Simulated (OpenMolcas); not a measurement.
Ag2+ among 5 point charges of -2 e arranged as a square pyramid (C4v), 2.06 Å from the ion, with the axial distance 1.998 Å.
```
   2.0600    0.0000    0.0000  -2.00
   0.0000    2.0600    0.0000  -2.00
  -2.0600    0.0000    0.0000  -2.00
   0.0000   -2.0600    0.0000  -2.00
   0.0000    0.0000    1.9982  -2.00
```

| Item | Value |
| --- | --- |
| Program | OpenMolcas |
| Method | CASSCF |
| Basis | ANO-RCC-VDZP [6s5p3d1f] |
| Scalar Hamiltonian | DKH2, point nucleus |
| Active space | 9 electrons in 5 orbitals (4d) |
| State averaging | 2S+1 = 2 even, 5 roots |
| Spin-orbit coupling | state interaction with AMFI integrals over the reference wave functions |

Problem. What is the spin-free ground state?

Solution. A state of multiplicity 2, 1-fold in its orbital part, 100 % from free-ion D terms; it has the highest spin that d9 allows.

Problem. Where is the first state of the same spin?

Solution. A 1-fold state lies at 6520 cm-1 above the ground state.

Problem. What are the lowest two levels with spin-orbit coupling?

Solution. A 2-fold level with g = 1.99, 1.99, 3.89, then a 2-fold level 7242 cm-1 above it. Their leading multiplicities are 2 (100 %) and 2 (100 %).

Problem. What is χT at 300 K, and how does it compare with the textbook value?

Solution. The lowest level has 2S+1 = 2, for which the spin-only value is χT = S(S+1) / 2 = 0.375 cm3 K/mol (g = 2). The computed 0.756 at 300 K differs by +0.381, through orbital momentum, spin-orbit coupling and any other state in reach.

Point charges carry no covalency, so the field is a model and not that of real ligands. An unlabelled pair can be two single states that coincide in this model. No measured value stands beside these numbers.
